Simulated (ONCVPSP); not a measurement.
aluminium (Al) ONCV: all-electron and pseudo phase curves

```json
{
 "Element": "aluminium",
 "Generator": "ONCVPSP 4.0.1",
 "Type": "optimised norm-conserving Vanderbilt (ONCV)",
 "Functional": "PBE",
 "Relativity": "fully relativistic",
 "Frozen core": "[Ne]",
 "Valence charge": "3",
 "Reference configuration": "3s2 (charge +1)",
 "Partial waves": "3s: rc 1.95 bohr, ncon 3, nbas 7, qcut 4.1 1/bohr, 3 projectors, debl 3.5 Ha; p scattering state at 0.4 Ha: rc 1.90 bohr, ncon 4, nbas 8, qcut 3.8 1/bohr, 2 projectors, debl 2.2 Ha",
 "Local potential": "polynomial inside 1.55 bohr (lpopt 5, dvloc0 2 Ha)",
 "Core correction": "Teter function, fcfact 4, rcfact 1.4"
}
```

Open shells are filled in proportion to 2j + 1.

In the p channel the program set the typed energies aside and used 0.050, 2.250 Ha (j = l + 1/2; the other j can differ).

The phase is arctan(r·R′/R) of the radial function R(r), unwrapped; energies in Ha, scanned from -2 to 5 Ha. A pole is an energy at which the radial function vanishes at the test radius. The pseudo phase is shifted by a multiple of π to meet the all-electron one at the reference energy, and phase errors are pseudo minus all-electron; the curves can meet again beyond the range given. Levels narrower than the energy grid can be missing from the lists of poles.

Question: For each channel, where are the poles, and over which energies does the pseudopotential scatter like the atom?

Answer:

| channel | radius (bohr) | reference energy (Ha) | poles, all-electron | poles, pseudo | unbroken range about the reference energy with phases within 0.05 rad | phase error 1 Ha above the reference energy (rad) |
| --- | --- | --- | --- | --- | --- | --- |
| s | 1.99 | -0.54 | 1.24 | 1.24 | the whole range | -0.001 |
| p3/2 | 1.93 | 0.05 | 1.87 | 1.87 | below 3.7 | -0.001 |
| p1/2 | 1.93 | 0.05 | 1.86 | 1.86 | below 3.5 | -0.002 |

Phases in the p1/2 channel:

```
E (Ha)  all-electron  pseudo
 -1.98         1.161   1.142
 -1.62         1.069   1.056
 -1.26         0.922   0.913
 -0.90         0.649   0.643
 -0.54         0.109   0.108
 -0.18        -0.597  -0.597
  0.18        -1.038  -1.040
  0.54        -1.261  -1.263
  0.90        -1.388  -1.390
  1.26        -1.472  -1.473
  1.62        -1.535  -1.536
  1.98        -1.588  -1.588
  2.34        -1.639  -1.639
  2.70        -1.693  -1.694
  3.06        -1.760  -1.767
  3.42        -1.857  -1.886
  3.78        -2.030  -2.165
  4.14        -2.439  -3.165
  4.50        -3.389  -4.168
  4.86        -4.076  -4.447
```
